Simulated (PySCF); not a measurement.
## Relaxation of quartet Zn₃O⁺

Computed with UB3LYP in PySCF with O def2-SVP, Zn def2-SVP; no relativity; density-fitted integrals. A (50,194) grid was used.

A hand-made T-shaped start, of C2v symmetry, held to at least that symmetry:

Coordinates in bohr (charge 1 multiplicity 4):
```
O     0.0000    0.0000   -1.1033
Zn    0.0000    0.0000    2.2487
Zn    3.3499    0.0000   -0.9863
Zn   -3.3499    0.0000   -0.9863
```

(1) What forces act on the atoms at the start (eV/Å)?

(2) What does it relax to?

(3) How much energy is released, and in how many steps?

Answers

(1) 
| atom | Fx | Fy | Fz |
| --- | --- | --- | --- |
| O1 | 0.00 | 0.00 | -2.48 |
| Zn2 | 0.00 | 0.00 | 4.71 |
| Zn3 | 3.35 | 0.00 | -1.11 |
| Zn4 | -3.35 | 0.00 | -1.11 |

(2) It ends at D3h with O–Zn 1.912 Å (×3); Zn–O–Zn 120.0° (×3) (after a last refinement on a finer grid). A frequency run shows a minimum.

(3) 158.6 kJ/mol in 12 steps.
